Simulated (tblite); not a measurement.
Species: C₅H₄F₂O₂.
SMILES with atom numbers: `[O:1]=[C:2]1[CH2:3][CH:4]=[C:5]1[O:6][CH:7]([F:8])[F:9]` (hydrogens: H10, H11 on C3; H12 on C4; H13 on C7)

Computed with GFN2-xTB (tblite), gas phase: nudged elastic band of 9 images (0 to 8), spring 0.2 eV/Å², climbing image at the end, force threshold 0.05 eV/Å. No saddle search or frequency run followed, so the top image need not be a first-order saddle, and its height can exceed the method's true barrier by a kcal/mol or more.

Path: rotation about C7–O6 (CHF2 carbon, ether oxygen), followed by the dihedral F8–C7–O6–C5, from 153° to -60°. Start geometry (image 0):
```
atom  x, y, z in Å
O1      0.140    2.029    0.247
C2      0.613    0.940    0.112
C3      2.041    0.360    0.092
C4      1.338   -0.957   -0.171
C5      0.102   -0.430   -0.138
O6     -1.133   -0.979   -0.304
C7     -2.204   -0.176   -0.049
F8     -3.231   -0.606   -0.794
F9     -2.592   -0.304    1.241
H10     2.671    0.738   -0.711
H11     2.574    0.436    1.038
H12     1.716   -1.948   -0.332
H13    -2.039    0.896   -0.248
```

The first guess turns that dihedral rigidly in even steps and adds one set of random displacements (0.04 Å standard deviation a coordinate) to every inner image. Energies of the images above image 0 (eV) in the early part of the optimisation:

```json
{"iteration": "0", "1": "0.840", "2": "0.859", "3": "0.993", "4": "1.302", "5": "1.672", "6": "1.759", "7": "1.733", "8": "-0.038"}
{"iteration": "10", "1": "0.055", "2": "0.092", "3": "0.181", "4": "0.332", "5": "0.417", "6": "0.316", "7": "0.128", "8": "-0.038"}
{"iteration": "20", "1": "0.042", "2": "0.078", "3": "0.166", "4": "0.308", "5": "0.379", "6": "0.280", "7": "0.102", "8": "-0.038"}
{"iteration": "30", "1": "0.013", "2": "0.051", "3": "0.137", "4": "0.240", "5": "0.263", "6": "0.185", "7": "0.057", "8": "-0.038"}
{"iteration": "40", "1": "0.012", "2": "0.049", "3": "0.115", "4": "0.167", "5": "0.155", "6": "0.087", "7": "0.012", "8": "-0.038"}
{"iteration": "50", "1": "0.011", "2": "0.046", "3": "0.110", "4": "0.161", "5": "0.146", "6": "0.078", "7": "0.003", "8": "-0.038"}
{"iteration": "60", "1": "0.009", "2": "0.045", "3": "0.108", "4": "0.158", "5": "0.141", "6": "0.072", "7": "-0.001", "8": "-0.038"}
```

**Question.** Where does the band end, and how far was the first guess from it?

**Answer.** Final energies, images 1 to 8: 0.009, 0.043, 0.106, 0.155, 0.127, 0.060, -0.007, -0.038 eV. The highest point drops from 1.76 eV (image 6) to 0.155 eV (image 4), by 1.60 eV. Image 4 moved by 0.15 Å rms, its dihedral from -136° to -128°. The end images are fixed. The true force on the top image ends at 0.033 eV/Å, and the largest on any image at 0.09 eV/Å; away from the top, the method drives only the force across the path to zero. The last saved iteration is 80.

What follows is the cost of the whole band run. The run took 4.3 s of wall time on one thread, Arm Neoverse V1 (aarch64) (shared host), and the process peaked at 0.18 GiB of memory.
